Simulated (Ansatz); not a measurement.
`[AlH2][O][GaH2]` + `C[SiH2]BN` → `C[SiH2]B[NH][AlH2]` + `[OH][GaH2]`  (ligand exchange at the Al–O bond)

Computed with Ansatz on PBE0-D4/def2-TZVP structures; ΔE is electronic, products minus reactants. CCSD(T)/CBS is the MP2 limit (def2-TZVPP, def2-QZVPP) plus CCSD(T) − MP2 in def2-TZVPP, frozen cores. For Ga outer-core shells are correlated without core-valence functions, which leaves a few kJ/mol of doubt a bond. Scalar relativity is left out up to krypton. One conformer a species, not always the lowest.

```tsv
species	CCSD/CBS(def2) energy (Eh)
`[AlH2][O][GaH2]`	-2243.56739
`C[SiH2]BN`	-411.45808
`C[SiH2]B[NH][AlH2]`	-654.08154
`[OH][GaH2]`	-2000.91218
```

(1) Work out ΔE.

Largest T1 diagnostic among the species: 0.015.

Answers

(1) ΔE = (-654.08154) + (-2000.91218) − (-2243.56739) − (-411.45808) = 0.03175 Eh = +19.9 kcal/mol. CCSD(T)/CBS gives +19.4 kcal/mol.

The D4 term adds −1.4 kcal/mol with B3LYP and −0.8 kcal/mol with PBE0; it sums over pairs of atoms, weighted by their polarisabilities, and B3LYP, whose exchange is more repulsive, gets the larger term. In def2-TZVPP, CCSD(T) changes the Hartree–Fock value by −3.4 kcal/mol (the triples alone add −0.6 kcal/mol) and MP2 by −3.2 kcal/mol.

B3LYP here is the variant with VWN-RPA as its local correlation; programs differ in this.
